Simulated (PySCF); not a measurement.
**Two-component Hartree-Fock for Pt (platinum, neutral)**

Start: [Xe] 4f14 5d10. Calculated with PySCF 2.14 in x2c-TZVPall-2c with one added diffuse shell each of s, p, d type (12s12p11d2f, 117 functions): generalised Hartree-Fock with the X2C-1e Hamiltonian and a Gaussian nucleus; spin-orbit coupling (SO) screened by Boettger's factors. This is a chosen level, not necessarily the ground level.

| spinor shell | electrons | ε, screened SO (eV) | weight of nominal j (screened SO) | rms radius, screened SO (bohr) |
| --- | --- | --- | --- | --- |
| 1s1/2 | 2 | -78800.0 | 1.000 | 0.0194 |
| 2s1/2 | 2 | -13986.9 | 1.000 | 0.0782 |
| 2p1/2 | 2 | -13382.5 | 1.000 | 0.0663 |
| 2p3/2 | 4 | -11647.9 | 1.000 | 0.0741 |
| 3s1/2 | 2 | -3349.6 | 1.000 | 0.200 |
| 3p1/2 | 2 | -3079.1 | 1.000 | 0.191 |
| 3p3/2 | 4 | -2692.0 | 1.000 | 0.207 |
| 3d3/2 | 4 | -2246.8 | 1.000 | 0.182 |
| 4s1/2 | 2 | -752.97 | 1.000 | 0.441 |
| 4p1/2 | 2 | -637.10 | 1.000 | 0.447 |
| 4p3/2 | 4 | -543.67 | 1.000 | 0.480 |
| 4d3/2 | 4 | -353.55 | 1.000 | 0.496 |
| 4d5/2 | 6 | -335.62 | 1.000 | 0.507 |
| 5s1/2 | 2 | -116.88 | 1.000 | 1.03 |
| 4f5/2 | 6 | -90.012 | 1.000 | 0.564 |
| 4f7/2 | 8 | -86.574 | 1.000 | 0.566 |
| 5p1/2 | 2 | -78.114 | 1.000 | 1.12 |
| 5p3/2 | 4 | -62.514 | 1.000 | 1.23 |
| 5d3/2 | 4 | -9.824 | 1.000 | 1.84 |
| 5d5/2 | 6 | -8.216 | 1.000 | 1.98 |

(1) Where does 3d5/2 lie, and what is the 3d spin-orbit splitting (screened SO)?

```
   quantity   screened SO
E (hartree)  -18426.59058
        M_J             0
       ⟨J²⟩         0.000
       ⟨L²⟩         0.180
       ⟨S²⟩         0.180
```

Breit and QED terms are absent; they matter most for the inner s and p1/2 levels.

Densities and radii are taken from the X2C orbitals without a picture-change correction, which distorts them close to the nucleus.

## Answers

(1) At -2163.8 eV, 82.986 eV above 3d3/2.
